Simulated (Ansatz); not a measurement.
The cluster Zr₃⁺, relaxed as a doublet with UKS PBE0-D4/def2-TZVP in Ansatz, starting from the GFN2-xTB geometry. Force threshold 0.02 eV/Å.

In the def2 sets Zr takes a core potential; there is no spin–orbit coupling. The charge 1 doublet is spin-contaminated (final ⟨S²⟩ up to 2.35, 0.75 for a pure state). At PBE0-D4/def2-TZVP a quartet of charge 1 lies 0.32 eV below the doublet, each at its own geometry. The structure comes from a short search, and lower isomers may exist.

Start:

```xyz
3

Zr    1.0167    1.2373    1.0173
Zr   -1.3296   -1.0611    0.8465
Zr    0.3129   -0.1763   -1.8637
```

Question: Estimate the energy that the relaxation releases and the steps that it takes.

Answer: 1.98 eV, in 8 steps; 2.2 min on 2 threads of Arm Neoverse N1 on a shared host. The force fell under the threshold at step 7, but the optimiser went on. No frequencies were taken in this run, so the end may be a saddle point.

Question: Does the start keep its bonding and symmetry?

Answer: By distances, no bond broke or formed. The bond that changes most is Zr2–Zr3, from 3.29 to 2.65 Å (atoms count from 1).

Question: Predict the relaxed structure.

Answer: 
```xyz
3

Zr    0.821    1.003    0.836
Zr   -1.067   -0.851    0.679
Zr    0.246   -0.151   -1.514
```
Bond lengths (bridged metal pairs left out): 3 × Zr–Zr 2.65 to 2.68 Å.
